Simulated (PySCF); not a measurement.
**Magnetic susceptibility: `InChI=1S/C6H7FO/c7-5-3-4-1-2-6(5)8-4/h1-2,4-6H,3H2/t4-,5-,6+/m1/s1`**

Cartesian coordinates in Å; atom numbers follow the order of the lines, from 1:
```xyz
15

F     2.390   -0.356   -0.700
C     1.287    0.153   -0.058
C     0.567   -0.923    0.764
C    -0.830   -0.915    0.078
C    -1.459    0.413    0.463
C    -0.829    1.320   -0.268
C     0.177    0.530   -1.086
O    -0.487   -0.702   -1.278
H     1.639    1.011    0.520
H     0.517   -0.695    1.825
H     1.057   -1.883    0.611
H    -1.425   -1.814    0.205
H    -2.221    0.532    1.207
H    -0.924    2.387   -0.286
H     0.537    0.948   -2.020
```

The calculation used GIAO B3LYP/pcSseg-1 magnetisability, rotational g tensor and spin-rotation constants, non-relativistic, gas phase in PySCF. Geometry: GFN2-xTB.

**Question.** What are the magnetisability and the molar susceptibility?

**Answer.** Isotropic -1094 × 10⁻³⁰ J/T², or -65.9 × 10⁻⁶ cm³/mol; principal values -1206, -1139, -936 × 10⁻³⁰ J/T², anisotropy 244 × 10⁻³⁰ J/T² (root of half the summed squared differences of the principal values). The susceptibility is in cgs units.

**Question.** Split it along the inertial axes a, b, c into diamagnetic and paramagnetic parts about the centre of mass, with the quadrupole moment.

**Answer.** 
```
axis  χ (10⁻⁶ cm³/mol)  diamagnetic (10⁻⁶ cm³/mol)  paramagnetic (10⁻⁶ cm³/mol)  summed x² of all electrons (Å²)  quadrupole Θ (D Å)
   a             -69.5                      -397.9                        328.4                            111.4               -5.25
   b             -57.7                      -641.0                        583.3                             54.1               +8.05
   c             -70.4                      -702.1                        631.8                             39.7               -2.80
```
Anisotropies 2χaa − χbb − χcc = -10.9 and 2χbb − χaa − χcc = +24.4 × 10⁻⁶ cm³/mol. Θ is traceless in Buckingham's convention.

**Question.** And the rotational g tensor?

**Answer.** 
```tsv
axis	rotational constant (GHz)	g	nuclear part	electronic part
a	4.0600	-0.0193	0.6071	-0.6264
b	2.0705	-0.0289	0.5385	-0.5674
c	1.8954	-0.0095	0.5531	-0.5625
```
Asymmetric top; isotopes 12C, 19F, 1H, 16O; no vibrational averaging.
